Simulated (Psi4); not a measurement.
Level of theory: SAPT0/jun-cc-pVDZ, frozen core run with Psi4.

Psi4 input:

```
molecule {
0 1
C 0.00000134 0.00000050 0.00000045
H -0.72287321 -0.05285237 -0.81295538
H 0.40331832 1.00980919 0.06211169
H -0.49036849 -0.25346640 0.93889798
H 0.80992204 -0.70349093 -0.18805474
--
0 1
C 2.07082457 0.82964403 3.03146374
C 3.22780117 0.20833336 3.76335427
C 1.82552941 0.01051555 4.26805240
H 1.94358546 1.90164797 3.09801782
H 1.78688312 0.40735353 2.07707491
H 3.72664032 -0.63434868 3.30415559
H 3.88328502 0.85998330 4.32505129
H 1.37562774 -0.96597206 4.15024693
H 1.53225795 0.52830652 5.17121202
units angstrom
symmetry c1
no_reorient
no_com
}
set basis jun-cc-pvdz
set scf_type df
set freeze_core true
energy('sapt0')
```

Part of the output:

```
    SAPT Results
  --------------------------------------------------------------------------------------------------------
    Electrostatics                 -0.68864794 [mEh]      -0.43213311 [kcal/mol]      -1.80804492 [kJ/mol]
      Elst10,r                     -0.68864794 [mEh]      -0.43213311 [kcal/mol]      -1.80804492 [kJ/mol]

    Exchange                        2.15038570 [mEh]       1.34938740 [kcal/mol]       5.64583687 [kJ/mol]
      Exch10                        2.15038570 [mEh]       1.34938740 [kcal/mol]       5.64583687 [kJ/mol]
      Exch10(S^2)                   2.14601277 [mEh]       1.34664335 [kcal/mol]       5.63435576 [kJ/mol]

    Induction                      -0.17813954 [mEh]      -0.11178425 [kcal/mol]      -0.46770529 [kJ/mol]
      Ind20,r                      -0.32466625 [mEh]      -0.20373115 [kcal/mol]      -0.85241111 [kJ/mol]
      Exch-Ind20,r                  0.28583683 [mEh]       0.17936532 [kcal/mol]       0.75046448 [kJ/mol]
      delta HF,r (2)               -0.13931012 [mEh]      -0.08741842 [kcal/mol]      -0.36575866 [kJ/mol]

    Dispersion                     -1.43422161 [mEh]      -0.89998765 [kcal/mol]      -3.76554832 [kJ/mol]
      Disp20                       -1.57914976 [mEh]      -0.99093144 [kcal/mol]      -4.14605713 [kJ/mol]
      Exch-Disp20                   0.14492815 [mEh]       0.09094379 [kcal/mol]       0.38050881 [kJ/mol]
      Disp20 (SS)                  -0.78957488 [mEh]      -0.49546572 [kcal/mol]      -2.07302857 [kJ/mol]
      Disp20 (OS)                  -0.78957488 [mEh]      -0.49546572 [kcal/mol]      -2.07302857 [kJ/mol]
      Exch-Disp20 (SS)              0.08246898 [mEh]       0.05175006 [kcal/mol]       0.21652227 [kJ/mol]
      Exch-Disp20 (OS)              0.06245918 [mEh]       0.03919372 [kcal/mol]       0.16398655 [kJ/mol]

  Total HF                          1.28359822 [mEh]       0.80547005 [kcal/mol]       3.37008667 [kJ/mol]
  Total SAPT0                      -0.15062339 [mEh]      -0.09451760 [kcal/mol]      -0.39546165 [kJ/mol]
```
